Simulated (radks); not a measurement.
Species: Hg VIII. Configuration: [Xe] 4f14 5d5. Method: Dirac Kohn-Sham, exchange-only PBE, spin-unpolarised, spherical densities, finite nucleus; open shells fill j = l - 1/2 first; Fermi nuclear charge, rms radius 5.4648 fm; computed with a radial shooting solver on a logarithmic mesh with Libxc functionals.

Radial electron density D(r) = 4 pi r^2 rho(r):

```
   r/bohr * D(r) (the largest magnitude, 149, reaches the edge; | marks zero)
 0.000973 |   *
 0.001124 |    *
 0.001308 |     *
 0.001511 |       *
 0.001745 |        *
 0.002015 |          *
 0.002346 |            *
 0.002709 |               *
 0.003129 |                  *
 0.003642 |                     *
 0.004207 |                         *
 0.004858 |                            *
 0.005656 |                                *
 0.006531 |                                   *
 0.007543 |                                      *
 0.008711 |                                        *
  0.01014 |                                          *
  0.01171 |                                          *
  0.01353 |                                         *
  0.01575 |                                        *
  0.01819 |                                      *
    0.021 |                                     *
  0.02445 |                                     *
  0.02824 |                                        *
  0.03261 |                                           *
  0.03766 |                                                *
  0.04384 |                                                    *
  0.05063 |                                                      *
  0.05848 |                                                     *
  0.06808 |                                                *
  0.07862 |                                            *
   0.0908 |                                          *
   0.1057 |                                            *
   0.1221 |                                                *
    0.141 |                                                   *
   0.1628 |                                                *
   0.1895 |                                        *
   0.2189 |                                *
   0.2528 |                            *
   0.2943 |                             *
   0.3399 |                                *
   0.3925 |                                *
    0.457 |                           *
   0.5278 |                    *
   0.6095 |              *
   0.7039 |          *
   0.8195 |        *
   0.9464 |      *
    1.093 |     *
    1.272 |   *
    1.469 | *
    1.697 |*
    1.976 *
    2.282 *
    2.635 *
    3.043 *
    3.543 *
    4.091 *
```

D(r) has 4 maxima, at r = 0.0112, 0.0510, 0.142, 0.368 bohr, and minima at 0.0220, 0.0915, 0.261 bohr, inside which lie 2.04, 11.09, 30.08 electrons.
